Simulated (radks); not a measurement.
The numbers below are computed, except where a source is named.
Polarisability of the calcium ion Ca2+, [Ar], at imaginary frequency. Level of theory: scalar-relativistic Kohn-Sham, LB94 model potential, spin-polarised, spherical densities, finite nucleus; Fermi nuclear charge, rms radius 3.4776 fm (a radial shooting solver on a logarithmic mesh with Libxc functionals). Response by self-consistent Sternheimer equations with the Hartree and adiabatic LDA kernel, the relativistic mass of each level held fixed and spin-orbit coupling left out.

w (hartree)  alpha1(iw) (bohr^3)  alpha2(iw) (bohr^5)
0.00266                    3.392                7.574
0.0143                     3.391                7.574
0.0360                     3.389                7.571
0.0697                     3.381                7.561
0.118                      3.362                7.536
0.186                      3.320                7.480
0.280                      3.233                7.365
0.413                      3.066                7.136
0.605                      2.767                6.703
0.892                      2.285                5.937
1.35                       1.636                4.726
2.12                      0.9590                3.143
3.59                      0.4420                1.584
6.94                      0.1539               0.5315
17.5                     0.03483              0.09359

Static values: alpha1 = 3.392 bohr^3 (0.5026 angstrom^3; uncoupled 5.338), alpha2 = 7.574 bohr^5, alpha3 = 35.48 bohr^7. C6 = 11.34, C8 = 145.4, triple-dipole C9 = 28.34 atomic units. One-pole (London) frequency 4 C6 / (3 alpha1^2) = 1.314 hartree, against 1.851 for minus the highest occupied eigenvalue.
